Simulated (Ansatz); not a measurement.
Relaxation of ClF₂H₄MgN (9 atoms, charge 0, multiplicity 1), to a largest force component of 0.03 eV/Å in at most 50 steps.

These are results of RKS BLYP/def2-mTZVP in Ansatz, not measurements.

```xyz
9
Properties=species:S:1:pos:R:3:forces:R:3
Mg -1.391 -0.274 -1.119 0.93 -0.50 0.70
N 0.041 -1.386 -0.098 -0.44 1.01 -0.31
Cl -2.930 0.558 -2.503 0.06 -0.03 0.07
H 0.532 2.140 0.959 1.45 -0.45 0.61
F -0.293 2.298 0.577 -1.36 0.11 -0.70
H 1.616 -0.038 0.899 -1.18 -1.53 -0.85
F 2.097 0.670 1.260 0.60 1.37 0.57
H -0.284 -1.951 0.694 -0.04 0.04 -0.03
H 0.612 -2.018 -0.668 -0.02 -0.02 -0.05
```

**Question.** Where does it end, and by what steps?

**Answer.** The forces met the threshold. The force dipped under the threshold on the way, but the program's further checks kept it going. After 16 steps the energy has fallen by 2.692 eV; Mg1 moved furthest, 0.98 Å. Parted: H4–F5 (0.92 → 1.49 Å), H6–F7 (0.93 → 1.94 Å). Joined: Mg1–F5 (3.27 → 1.85 Å), N2–H6 (2.30 → 1.04 Å), H4–F7 (2.17 → 0.99 Å).

```
step  energy less start (eV)  largest force component (eV/Å)  accepted
   0                  0.0000                           1.534       yes
   1                 -0.4059                           0.956       yes
   2                 -0.7499                           0.759       yes
   3                 -1.1101                           0.940       yes
   4                 -1.4834                           1.057       yes
   5                 -1.7994                           1.466       yes
   6                 -2.2682                           1.690       yes
   7                 -2.5631                           1.342       yes
   8                 -2.6083                           1.100       yes
   9                 -2.6811                           0.318       yes
  10                 -2.6864                           0.233       yes
  11                 -2.6883                           0.176       yes
  12                 -2.6905                           0.043       yes
  13                 -2.6917                           0.014       yes
  14                 -2.6920                           0.060       yes
  15                 -2.6922                           0.039       yes
  16                 -2.6924                           0.010       yes
```

```xyz
9
Properties=species:S:1:pos:R:3
Mg -1.054 0.554 -0.717
N 0.182 -1.062 -0.022
Cl -2.708 -0.003 -2.121
H 0.933 1.549 0.963
F -0.248 1.968 0.152
H 0.906 -0.631 0.582
F 1.628 0.980 1.383
H -0.305 -1.769 0.541
H 0.666 -1.586 -0.761
```

Whether the end is a true minimum wasn't checked by a vibrational analysis.

Time of the run: 35 s on 4 threads of Arm Neoverse N1, on a shared host, peak memory 0.15 GiB.
